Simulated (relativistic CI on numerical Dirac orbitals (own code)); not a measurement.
Ta4+: sensitivity of the levels to the model

Base calculation: Dirac-Coulomb-Breit CI, orbitals from a KLI potential per configuration, model QED, valence Slater integrals scaled by 0.85, P86 correlation energy added to each configuration.

Configuration list (outside the closed core [Kr] 4d10): 4f14 5s2 5p6 5d, 4f14 5s2 5p6 6s, 4f14 5s2 5p6 6p, 4f14 5s2 5p6 5f, 4f14 5s2 5p6 5g, 4f14 5s2 5p6 7s, 4f14 5s2 5p5 5d2, 4f14 5s2 5p6 6d, 4f13 5s2 5p6 5d2, 4f14 5s2 5p6 7p, 4f14 5s2 5p6 7d, 4f14 5s2 5p6 8s, 4f14 5s2 5p6 6f, 4f13 5s2 5p6 5d 6s, 4f14 5s2 5p6 8p, 4f14 5s2 5p5 5d 5f, 4f13 5s2 5p6 5d 6p, 4f14 5s2 5p5 5d 5g, 4f14 5s2 5p5 5d 6s, 4f14 5s 5p6 5d2, 4f13 5s2 5p6 5d 6d, 4f13 5s2 5p6 5d 7s, 4f13 5s2 5p6 5d 5f, 4f14 5s2 5p5 5d 6p. Double excitations out of closed p, d and f shells are left out; levels of such configurations are missing from the list, as are those of other unlisted configurations, and high levels can miss mixing partners.

The lowest level and the first level of each name with at least 55 % of one term (blank where a level has no safe partner in the second run):

| Level | Base (cm⁻¹) | Shift (cm⁻¹) |
| --- | --- | --- |
| 4f14 5s2 5p6 5d 2D_3/2 | 0.0 | 0.0 |
| 4f14 5s2 5p6 5d 2D_5/2 | 6003.2 | +1.2 |
| 4f14 5s2 5p6 6s 2S_1/2 | 50878.5 | -4314.5 |
| 4f14 5s2 5p6 6p 2P°_1/2 | 109347.5 | -4900.1 |
| 4f14 5s2 5p6 6p 2P°_3/2 | 122168.9 | -4902.2 |
| 4f14 5s2 5p6 6d 2D_3/2 | 200511.3 | -4850.1 |
| 4f14 5s2 5p6 6d 2D_5/2 | 202427.2 | -4849.8 |
| 4f13 5s2 5p6 5d2 4F°_9/2 | 206617.5 | -3383.3 |
| 4f13 5s2 5p6 5d2 4I°_13/2 | 208077.1 | -3381.5 |
| 4f14 5s2 5p6 7s 2S_1/2 | 209022.2 | -5610.6 |
| 4f14 5s2 5p6 5f 2F°_5/2 | 210717.3 | -5201.2 |
| 4f14 5s2 5p6 5f 2F°_7/2 | 211257.3 | -5420.0 |
| 4f13 5s2 5p6 5d2 4I°_15/2 | 211708.4 | -3381.6 |
| 4f13 5s2 5p6 5d2 4G°_11/2 | 213849.9 | -3386.3 |

At this charge configurations can still be misplaced by up to about 7 % of their energy. Levels and lines within the n = 5 or 6 shells can be off by up to 10 % or somewhat more, and those that change n by about 2 %, since core polarisation is missing. Levels that differ in their count of f electrons can be misplaced by several ten thousand cm⁻¹, since the correlation energy of f electrons is missing or only estimated; rates across such gaps can be off by orders of magnitude.

One thing was changed in a second run, which moved the levels as shown. Which?
A. valence Slater integrals scaled by 0.75
B. configuration mixing switched off
C. QED terms removed
D. Breit term removed
E. no correlation estimate

E. No correlation estimate. A correlation estimate moves all levels of a configuration together before mixing; mixed levels move by a weighted share.

LS names give the leading component of a level, which can be under half, so a name can repeat, a term be missing and a line seem to break the LS rules.
